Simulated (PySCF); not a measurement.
Two species compared at the same levels of theory.

First species: C3H6O2Si.
SMILES with atom numbers: `[CH3:1][C@H:2]1[O:3][C:4](=[O:5])[SiH2:6]1` (hydrogens: H7, H8, H9 on C1; H10 on C2; H11, H12 on Si6)

Second species: C₃H₆O₂Si.
Cartesian coordinates in Å at the GFN2-xTB level; atoms count from 1:
```
atom  x, y, z in Å
C1     2.2647    1.2019   -0.9587
C2     1.5753    0.3965   -0.3924
Si3    0.4621   -0.8077    0.4884
O4     0.7287   -2.3400    0.0426
O5    -1.0862   -0.5135    0.0719
C6    -1.7966    0.6760    0.2105
H7     2.8793    1.8967   -1.4563
H8     0.7072   -0.7612    1.9237
H9     0.2470   -2.7178   -0.6888
H10   -2.7587    0.5542   -0.2890
H11   -1.9655    0.9042    1.2659
H12   -1.2561    1.5103   -0.2437
```

Levels: CAM-B3LYP/def2-SVPD for dipole moment, HOMO energy, LUMO energy, HOMO–LUMO gap, static isotropic polarisability and electronic spatial extent ⟨r²⟩ about the centre of nuclear charge; TDDFT CAM-B3LYP/def2-SVPD for lowest singlet excitation; TDA CAM-B3LYP/def2-SVPD for lowest triplet excitation (Tamm–Dancoff); GFN2-xTB for rotational constant A and rotational constant C. Geometries: GFN2-xTB. Each species is one conformer at its optimised geometry, gas phase, non-relativistic unless stated. Electronic properties by PySCF.

The conformers computed, where there is a choice (atom-mapped SMILES and torsion angles):
- `[CH:1]#[C:2][Si@H:3]([OH:4])[O:5][CH3:6]`: C2–Si3–O5–C6 -57°, H–O4–Si3–C2 -90°

Values for the first species:

```
Dipole moment                                                     : 4.85 D
HOMO energy                                                       : -8.95 eV
LUMO energy                                                       : 0.19 eV
HOMO–LUMO gap                                                     : 9.14 eV
Lowest singlet excitation                                         : 4.86 eV
Lowest triplet excitation (Tamm–Dancoff)                          : 4.19 eV
Static isotropic polarisability                                   : 67.4 au
Electronic spatial extent ⟨r²⟩ about the centre of nuclear charge : 696 bohr²
Rotational constant A                                             : 4.588 GHz
Rotational constant C                                             : 1.823 GHz
```

Question: Estimate the same properties for the second species, and the change in each.

Answer: 
```
                                                         property      first     second  second less first
                                                    dipole moment     4.85 D     1.96 D            -2.89 D
                                                      HOMO energy   -8.95 eV   -9.78 eV           -0.83 eV
                                                      LUMO energy    0.19 eV    0.74 eV           +0.55 eV
                                                    HOMO–LUMO gap    9.14 eV   10.52 eV           +1.38 eV
                                        lowest singlet excitation    4.86 eV    6.10 eV           +1.24 eV
                         lowest triplet excitation (Tamm–Dancoff)    4.19 eV    5.06 eV           +0.87 eV
                                  static isotropic polarisability    67.4 au    64.5 au            -2.9 au
electronic spatial extent ⟨r²⟩ about the centre of nuclear charge  696 bohr²  784 bohr²          +88 bohr²
                                            rotational constant A  4.588 GHz  3.365 GHz         -1.223 GHz
                                            rotational constant C  1.823 GHz  1.551 GHz         -0.272 GHz
```

On the first: The principal polarisabilities are 55.5, 70.4 and 76.2 au; their mean is the isotropic value. The dipole equals about 16.2 × 10⁻³⁰ C·m (1 D = 3.33564 × 10⁻³⁰ C·m).

On the second: No computed singlet falls in the visible range (750 to 380 nm, 1.65 to 3.26 eV); S1 lies 2.84 eV above its blue end. In wavenumbers S1 is 49200 cm⁻¹ (1 eV = 8065.54 cm⁻¹).
